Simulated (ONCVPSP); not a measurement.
**u(r) = r·R(r): atom against pseudo-atom (Al)**

Columns: radius, all-electron u(r) and pseudo u(r) of the 3p shell (level -3.34 eV) of aluminium in the configuration [Ne] 3s1 3p2; PBE, scalar-relativistic, ONCV scheme, ONCVPSP 4.0.1.

```
r (bohr)  all-electron  pseudo
   0.095       -0.0719  0.0023
   0.190       -0.1642  0.0090
   0.285       -0.2159  0.0199
   0.380       -0.2245  0.0349
   0.475       -0.2007  0.0538
   0.570       -0.1561  0.0765
   0.665       -0.0993  0.1026
   0.760       -0.0365  0.1314
   0.855        0.0280  0.1624
   0.950        0.0916  0.1952
   1.045        0.1525  0.2295
   1.140        0.2097  0.2648
   1.235        0.2624  0.3002
   1.330        0.3106  0.3349
   1.425        0.3540  0.3683
   1.520        0.3930  0.4001
   1.615        0.4278  0.4305
   1.710        0.4585  0.4591
   1.805        0.4852  0.4853
   1.900        0.5080  0.5080
   1.995        0.5270  0.5270
   2.090        0.5425  0.5425
   2.185        0.5546  0.5546
   2.280        0.5637  0.5637
   2.375        0.5699  0.5699
   2.470        0.5735  0.5735
```

Problem. How many radial nodes do the two functions have?

Solution. The all-electron 3p function has n − l − 1 = 1; the pseudo-wave has 0, since the states of the same l below it are removed with the core.

Problem. At about which radius was the pseudo-wave matched?

Solution. 1.90 bohr, where the columns begin to agree (steps of 0.10 bohr).

Problem. Is the pseudo-wave norm-conserving?

Solution. Yes: the ONCV scheme keeps the norm inside the radius equal to the all-electron one, which fixes the energy derivative of the logarithmic derivative at the level.
